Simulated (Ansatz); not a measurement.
Job for Ansatz (a program for electronic structure): U-PBE/def2-TZVPP on F2Pb (SMILES [F][Pb][F]), a point of a bond scan (R = 1.644 Å). Elements past Kr take the def2 small-core potentials; no spin–orbit coupling.

Ansatz 0.2 input:
```yaml
crystal:
  periodic: [false, false, false]
  atoms:
    - {symbol: Pb, position_ang: [0.02962032, -0.01891666, 0.24316538]}
    - {symbol: F, position_ang: [0.52222765, 1.12449755, -0.83120115]}
    - {symbol: F, position_ang: [-0.91525349, -1.23799932, -1.11571404]}
basis:
  gaussian:
    orbitals: def2-TZVPP
hamiltonian:
  xc: {name: PBE}
magnetization: {spin_polarized: true, initial_magnetization: 0}
```

Output:

```
WARN ansatz: RAYON_NUM_THREADS=1 ignored (pool sized by the plan → 1); use --threads N
Functional definition: PBE
integrals: 0.03 GiB planned
694 factors; their error is unknown
mean field: 0.32 GiB planned
mean field evaluation 1: about -10673.3003 eV, gradient 4.6e1 eV
mean field evaluation 2: about -10540.2002 eV, gradient 1.8e2 eV
mean field evaluation 4: about -10678.8566 eV, gradient 1.6e1 eV
mean field evaluation 8: about -10679.4997 eV, gradient 1.0e-1 eV
mean field evaluation 16: about -10679.5036 eV, gradient 1.4e-4 eV
mean field -10679.50364838 eV, -392.4645202503 hartree, gradient 3.6e-5 eV, S^2 0.000000; 0 other end points of the search recorded, 0 dependent functions left out
reference -10679.50369076 eV, -392.4645218077 hartree; 20, 20 occupied and 92, 92 virtual orbitals, 694 factors
Total energy: -10679.50369076 eV, -392.4645218077 hartree
```

Self-consistency was reached.

Cost: about 1.9 core-seconds (a rough figure).
